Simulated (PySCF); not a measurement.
BePb: one state, many levels of theory

State: ³Σ⁻ (triplet), unpaired electrons π ↑↑. Set-up: basis Be def2-SVPD, Pb def2-SVPD with ECP60; scalar-relativistic core potentials; PySCF 2.14. De refers to Be + Pb in their high-spin ground configurations, without counterpoise correction. The functionals are run spin-unrestricted. A positive dipole means Be(−)Pb(+).

```json
{"Level": "UHF", "Re (Å)": "2.624", "ωe (cm⁻¹)": "208", "De (eV)": "0.172", "μ (D)": "-1.68"}
{"Level": "LDA", "Re (Å)": "2.379", "ωe (cm⁻¹)": "460", "De (eV)": "1.74", "μ (D)": "-0.84"}
{"Level": "PBE", "Re (Å)": "2.424", "ωe (cm⁻¹)": "426", "De (eV)": "1.34", "μ (D)": "-0.49"}
{"Level": "r²SCAN", "Re (Å)": "2.415", "ωe (cm⁻¹)": "429", "De (eV)": "1.33", "μ (D)": "-0.80"}
{"Level": "PBE0", "Re (Å)": "2.423", "ωe (cm⁻¹)": "418", "De (eV)": "1.15", "μ (D)": "-0.78"}
{"Level": "M06-2X", "Re (Å)": "2.461", "ωe (cm⁻¹)": "365", "De (eV)": "0.84", "μ (D)": "-1.15"}
```

The bond length runs from 2.379 Å (LDA) to 2.624 Å (UHF). De spans 0.17 eV (UHF, mean field) to 1.74 eV (LDA, local density).

These are scalar-relativistic numbers at best; spin–orbit coupling would shift them, the dissociation energy most. The state is the lowest determinant that a PBE0 search found; another state may lie lower at other levels.
